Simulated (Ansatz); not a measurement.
Ansatz (a quantum-chemistry and plane-wave program) input (CCSD(T)/aug-cc-pVDZ):

Ansatz 0.2 input:
```yaml
crystal:
  periodic: [false, false, false]
  atoms:
    - {symbol: C, position_ang: [-2.28724345, 0.20998892, 0.43283074]}
    - {symbol: C, position_ang: [-1.40997046, -0.75502001, -0.27545508]}
    - {symbol: C, position_ang: [-0.00230147, -0.14598048, -0.43262285]}
    - {symbol: O, position_ang: [0.31940458, 0.42432585, -1.44564325]}
    - {symbol: C, position_ang: [0.91978405, -0.28515200, 0.76129804]}
    - {symbol: C, position_ang: [2.20796325, 0.51450266, 0.64573464]}
    - {symbol: H, position_ang: [-2.68197859, 1.06613958, -0.09538699]}
    - {symbol: H, position_ang: [-2.41875625, 0.16515991, 1.50443418]}
    - {symbol: H, position_ang: [-1.33546817, -1.69361803, 0.27887023]}
    - {symbol: H, position_ang: [-1.77492495, -0.95800834, -1.28370321]}
    - {symbol: H, position_ang: [0.35284850, -0.00886111, 1.65600909]}
    - {symbol: H, position_ang: [1.12975223, -1.35592701, 0.87356612]}
    - {symbol: H, position_ang: [2.83855422, 0.35660265, 1.52155353]}
    - {symbol: H, position_ang: [1.99694266, 1.58077797, 0.56101824]}
    - {symbol: H, position_ang: [2.76840224, 0.22309281, -0.24192797]}
basis:
  gaussian:
    orbitals: aug-cc-pVDZ
magnetization: {spin_polarized: true, initial_magnetization: 1}
correlation: {method: ccsd_t, electrons: outside_noble_gas}
output: {forces: true}
```

End of the output:

```
cycle   9  -25.94316481 eV  change   -1.3e-4 eV  update   2.5e-4
cycle  10  -25.94313562 eV  change    2.9e-5 eV  update   1.2e-4
cycle  11  -25.94308319 eV  change    5.2e-5 eV  update   6.0e-5
cycle  12  -25.94311824 eV  change   -3.5e-5 eV  update   3.5e-5
cycle  13  -25.94312234 eV  change   -4.1e-6 eV  update   1.8e-5
cycle  14  -25.94313640 eV  change   -1.4e-5 eV  update   9.2e-6
cycle  15  -25.94314420 eV  change   -7.8e-6 eV  update   4.0e-6
cycle  16  -25.94314459 eV  change   -3.9e-7 eV  update   1.9e-6
cycle  17  -25.94314498 eV  change   -4.0e-7 eV  update   1.0e-6
cycle  18  -25.94314500 eV  change   -1.1e-8 eV  update   5.4e-7
perturbative correction -0.92686999 eV, -0.0340618440 hartree
the calculation of the forces begins
1.03 GiB of device memory are held for the factors and their scratch space
Total energy: -7358.55923700 eV, -270.4220641493 hartree
Atom 0 at    -2.287243     0.209989     0.432831 Å, force    -0.160608     0.084505     0.088907 eV/Å
Atom 1 at    -1.409970    -0.755020    -0.275455 Å, force     0.276511    -0.116439    -0.122512 eV/Å
Atom 2 at    -0.002301    -0.145980    -0.432623 Å, force    -0.450900    -0.664478     1.064599 eV/Å
Atom 3 at     0.319405     0.424326    -1.445643 Å, force     0.477729     0.846114    -1.477557 eV/Å
Atom 4 at     0.919784    -0.285152     0.761298 Å, force     0.055961    -0.006844     0.031036 eV/Å
Atom 5 at     2.207963     0.514503     0.645735 Å, force    -0.056291    -0.010697    -0.024475 eV/Å
Atom 6 at    -2.681979     1.066140    -0.095387 Å, force    -0.198702     0.421992    -0.257488 eV/Å
Atom 7 at    -2.418756     0.165160     1.504434 Å, force    -0.073390    -0.019282     0.524131 eV/Å
Atom 8 at    -1.335468    -1.693618     0.278870 Å, force     0.038918    -0.409897     0.250196 eV/Å
Atom 9 at    -1.774925    -0.958008    -1.283703 Å, force    -0.154576    -0.080485    -0.435264 eV/Å
Atom 10 at     0.352849    -0.008861     1.656009 Å, force    -0.250649     0.139254     0.371979 eV/Å
Atom 11 at     1.129752    -1.355927     0.873566 Å, force     0.088059    -0.438795     0.026113 eV/Å
Atom 12 at     2.838554     0.356603     1.521554 Å, force     0.268972    -0.077285     0.391873 eV/Å
Atom 13 at     1.996943     1.580778     0.561018 Å, force    -0.109192     0.481093    -0.030386 eV/Å
Atom 14 at     2.768402     0.223093    -0.241928 Å, force     0.248158    -0.148757    -0.401152 eV/Å
Dipole moment:    -0.083720    -0.253798     0.468491 e Å
```

It need not be the lowest isomer of its formula.
